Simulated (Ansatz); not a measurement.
A nudged elastic band was laid between two geometries of BFH₅OSi (9 atoms, charge 1, multiplicity 1).

Method: Ansatz, RKS B3LYP-D4/def2-SVPD.

```yaml
movable_images: 5
climbing_image: yes
spring: 5.0 eV/Å²
optimiser: quadratic models (default)
start_path: through a guess of the saddle point
force_threshold: 0.5 eV/Å
iteration_limit: 60
end_points: relaxed
```

First end point:

```xyz
9
Properties=species:S:1:pos:R:3
O 0.567 1.322 -0.797
B 0.653 0.274 0.272
F 1.734 0.492 0.954
Si -0.794 -1.159 0.454
H -0.160 1.372 -1.446
H 1.251 2.019 -0.896
H -1.760 -0.911 -0.649
H -0.094 -2.459 0.317
H -1.398 -0.950 1.793
```

Last end point:

```xyz
9
Properties=species:S:1:pos:R:3
O 1.101 1.853 -0.844
B 0.895 0.836 -0.059
F 1.604 0.415 0.943
Si -0.913 -1.218 0.406
H 0.535 2.123 -1.580
H -0.187 0.128 -0.313
H -2.034 -1.246 -0.554
H 0.166 -2.209 0.245
H -1.167 -0.682 1.756
```

(1) Which bonds break or form, and what moves?

(2) What energy profile does the band end with?

(3) What is the geometry of the highest image?

The band took 20 iterations and about 8 core-minutes.

## Answers

(1) Bonds broken: O1–H6, B2–Si4. Bonds formed: B2–H6.

(2) The run converged. The highest image is number 4 of 0 to 6, 1.78 eV above the first end and 2.10 eV above the last; the last end lies 0.31 eV below the first. The threshold of 0.5 eV/Å is loose, so the images may lie well off the minimum-energy path. The profile has 2 maxima (images 2, 4) with wells between them (image 3): this band takes more than one step, which may be the mechanism or a detour left from its start path. Neighbouring images differ by up to 1.8 eV, so the band resolves the path poorly. The order of the stationary point at the top wasn't checked. The orbitals stay closed-shell, which can raise the energy where a bond breaks towards radicals; this wasn't checked here.

| image | path coordinate (Å) | energy (eV) | O1–H6 (Å) | B2–Si4 (Å) | B2–H6 (Å) |
| --- | --- | --- | --- | --- | --- |
| 0 | 0.00 | 0.00 | 0.98 | 2.04 | 2.18 |
| 1 | 1.55 | 0.04 | 0.98 | 2.05 | 2.19 |
| 2 | 3.09 | 0.42 | 0.98 | 2.04 | 2.25 |
| 3 | 4.64 | 0.00 | 0.98 | 2.05 | 2.20 |
| 4 | 6.18 | 1.78 | 1.28 | 2.18 | 1.47 |
| 5 | 7.00 | 0.14 | 1.91 | 2.57 | 1.31 |
| 6 | 7.85 | -0.31 | 2.22 | 2.78 | 1.32 |

(3) 
```xyz
9
Properties=species:S:1:pos:R:3
O 0.592 1.268 -0.936
B 0.714 0.558 0.249
F 1.484 0.847 1.241
Si -0.661 -1.136 0.321
H 0.844 2.204 -1.108
H -0.373 0.457 -0.734
H -1.615 -1.007 -0.818
H 0.304 -2.244 0.139
H -1.288 -0.947 1.646
```

The run took 3.9 min on 2 threads of AMD EPYC 7R43 64-Core Processor (Zen 3) (shared host), peak memory 0.31 GiB.
